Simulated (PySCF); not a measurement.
Al(Me)2 (C2H6Al), SMILES [CH3][Al][CH3], multiplicity 2.

Geometry optimised at B3LYP-D3(BJ)/def2-TZVP. The spin state was assumed, not searched. The isomer is the one that the SMILES or the coordinates give; other isomers of the formula were not compared.

Method: TDA-PBE/def2-SVPD (PySCF 2.14.0).

Vertical excitations. The molecule is in vacuum.

```csv
state,energy (eV),λ (nm),f,main pairs
root 1,2.06,601,0.035,α HOMO→LUMO 99 %
root 2,3.86,321,0.004,α HOMO→LUMO+1 99 %
root 3,3.97,313,0.010,"α HOMO→LUMO+2 6 %, β HOMO→LUMO 92 %"
root 4,4.37,283,0.185,"α HOMO→LUMO+2 93 %, β HOMO→LUMO 6 %"
root 5,4.45,279,0.000,"α HOMO−1→LUMO 92 %, β HOMO→LUMO+1 8 %"
root 6,4.84,256,0.165,α HOMO→LUMO+3 99 %
root 7,4.98,249,0.000,"α HOMO−1→LUMO 8 %, β HOMO→LUMO+1 92 %"
root 8,5.43,228,0.013,α HOMO→LUMO+4 96 %
root 9,5.58,222,0.002,α HOMO→LUMO+5 99 %
root 10,5.85,212,0.014,α HOMO→LUMO+6 98 %
```
Unrestricted roots are not spin-pure.
